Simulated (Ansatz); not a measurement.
Relative energy of two isomers of GaH6ISi2

Structure a: `[SiH3][Ga]([SiH3])[I]`, a singlet. Structure b: `[SiH3][SiH2][GaH][I]`, a singlet. Both are isolated molecules in the gas phase, relaxed with B3LYP-D3(BJ)/def2-SVP; the shapes shown needn't be the lowest conformers.

a (Å):

```tsv
atom	x (Å)	y (Å)	z (Å)
Ga	-0.5733	0.5792	-0.6199
I	0.4002	2.4056	-2.1087
Si	0.0515	0.9027	1.7009
Si	-1.8779	-1.0094	-1.9065
H	1.5407	0.9058	1.8078
H	-0.4945	-0.1664	2.5899
H	-0.4674	2.2246	2.1619
H	-2.9957	-0.2847	-2.5808
H	-2.4508	-2.0948	-1.0549
H	-1.0040	-1.6245	-2.9492
```

b (Å):

```yaml
atoms:
  - { symbol: Ga, position_ang: [0.3871, 1.6159, -1.5259] }
  - { symbol: I, position_ang: [2.5648, 1.8066, -0.2363] }
  - { symbol: Si, position_ang: [-0.9632, 1.3946, 2.1261] }
  - { symbol: Si, position_ang: [-1.4987, 1.0270, -0.1335] }
  - { symbol: H, position_ang: [-0.5405, 2.8127, 2.3110] }
  - { symbol: H, position_ang: [0.1505, 0.4892, 2.5254] }
  - { symbol: H, position_ang: [-2.1505, 1.1251, 2.9908] }
  - { symbol: H, position_ang: [-2.7023, 1.8164, -0.5415] }
  - { symbol: H, position_ang: [-1.8057, -0.4199, -0.3642] }
  - { symbol: H, position_ang: [0.5418, 1.9077, -3.0619] }
```

Question: Estimate which is lower in electronic energy at CCSD(T)/def2-SVP + ΔMP2/def2-TZVPP, and by roughly how much.

Answer: The CCSD(T)/def2-SVP + ΔMP2/def2-TZVPP calculation puts structure a lower, by 3.8 kcal/mol.

How the difference moves with the method:

| level | geometry | E(b) − E(a) (kcal/mol) | departure from the last row (kcal/mol) | job, with rough time for the two |
| --- | --- | --- | --- | --- |
| B3LYP-D3(BJ)/def2-SVP | B3LYP-D3(BJ)/def2-SVP | +3.5 | −0.4 | optimisation, 3.9 min |
| HF/def2-SVP | B3LYP-D3(BJ)/def2-SVP | +3.8 | 0.0 | part of the CCSD(T) run |
| MP2/def2-SVP | B3LYP-D3(BJ)/def2-SVP | +3.4 | −0.5 | part of the CCSD(T) run |
| CCSD(T)/def2-SVP | B3LYP-D3(BJ)/def2-SVP | +3.5 | −0.4 | single point |
| CCSD(T)/def2-SVP + ΔMP2/def2-TZVPP | B3LYP-D3(BJ)/def2-SVP | +3.8 |  | single point, 81 s |

As drawn, b has 1 Si–Si, 1 Ga–H in place of 1 Ga–Si, 1 Si–H.

None of the levels shown reverses the order. The largest departure from CCSD(T)/def2-SVP + ΔMP2/def2-TZVPP is that of MP2/def2-SVP, 0.5 kcal/mol. Levels run at GFN2-xTB geometries aren't shown. The last row adds to CCSD(T) the change of the MP2 difference between the two basis sets, here +0.4 kcal/mol.

With harmonic frequencies from B3LYP-D3(BJ)/def2-SVP (ideal gas, rigid rotor, one conformer each, 298.15 K, 1 atm): on the last row, ΔE + ΔZPE = +3.6 kcal/mol. A mode under 50 cm⁻¹ makes harmonic enthalpies and free energies unreliable, so none is given.

The correlated steps freeze 23 core orbitals; the filled d shell of Ga and I is correlated, in a basis made for valence electrons. Atoms past krypton carry core potentials in the def2 sets and no spin–orbit term is included. Programs: Ansatz 0.2.0; the last row on 2 threads of Arm Neoverse V1 on a shared host.
